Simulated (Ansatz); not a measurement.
Job for Ansatz (an electronic-structure program): R-CCSD(T)/aug-cc-pVDZ on C2H4 (a complex).

Ansatz 0.2 input:
```yaml
crystal:
  periodic: [false, false, false]
  atoms:
    - {symbol: C, position_ang: [-0.90170234, -0.13644144, 0.23429831]}
    - {symbol: C, position_ang: [0.23327355, 0.02094879, -0.11132190]}
    - {symbol: H, position_ang: [-1.90938427, -0.27599476, 0.54167998]}
    - {symbol: H, position_ang: [1.24149735, 0.16059771, -0.41688410]}
    - {symbol: H, position_ang: [0.55928873, 0.09532266, 3.02001985]}
    - {symbol: H, position_ang: [0.77681887, 0.13251333, 3.73133305]}
basis:
  gaussian:
    orbitals: aug-cc-pVDZ
magnetization: {spin_polarized: false}
correlation: {method: ccsd_t, electrons: outside_noble_gas}
scf: {lower_state_search: off}
```

Program output:

```
WARN ansatz: RAYON_NUM_THREADS=2 ignored (pool sized by the plan → 2); use --threads N
Functional definition: HF
these checks for a lower state are left out or cut short: stability, starts, cluster_reference, orbital_swaps, neighbouring_geometries, increment
integrals: 0.07 GiB planned
814 factors; integrals over basis functions are off by at most 9.4e-4 eV
mean field: 0.13 GiB planned
mean field evaluation 1: about -2119.7018 eV, gradient 2.3e1 eV
mean field evaluation 2: about -2119.7012 eV, gradient 2.3e1 eV
mean field evaluation 4: about -2121.3156 eV, gradient 1.7e0 eV
mean field evaluation 8: about -2121.3263 eV, gradient 4.2e-5 eV
mean field -2121.32630198 eV, -77.9573037111 hartree, gradient 1.8e-6 eV, S^2 0.000000; 0 other end points of the search recorded, 0 dependent functions left out
2 core orbitals not correlated
reference -2121.32630198 eV, -77.9573037111 hartree; 6, 6 occupied and 74, 74 virtual orbitals, 814 factors
second order -7.89760393 eV of doubles, -0.00000000 eV of singles
coupled cluster: 0.23 GiB planned
cycle   1  -8.21104817 eV  change   -3.1e-1 eV  update   7.0e-2
cycle   2  -8.50046743 eV  change   -2.9e-1 eV  update   2.4e-2
cycle   3  -8.56264650 eV  change   -6.2e-2 eV  update   1.0e-2
cycle   4  -8.56846336 eV  change   -5.8e-3 eV  update   3.3e-3
cycle   5  -8.56966200 eV  change   -1.2e-3 eV  update   8.3e-4
cycle   6  -8.56975821 eV  change   -9.6e-5 eV  update   2.2e-4
cycle   7  -8.56983482 eV  change   -7.7e-5 eV  update   4.8e-5
cycle   8  -8.56985688 eV  change   -2.2e-5 eV  update   1.5e-5
cycle   9  -8.56985353 eV  change    3.4e-6 eV  update   4.1e-6
perturbative correction -0.33258265 eV, -0.0122221870 hartree
Total energy: -2130.22873816 eV, -78.2844622064 hartree
Checks for a lower state left out: stability, starts, cluster_reference, orbital_swaps, neighbouring_geometries, increment
```

Self-consistency was reached.

Cost: very roughly 4 core-seconds.
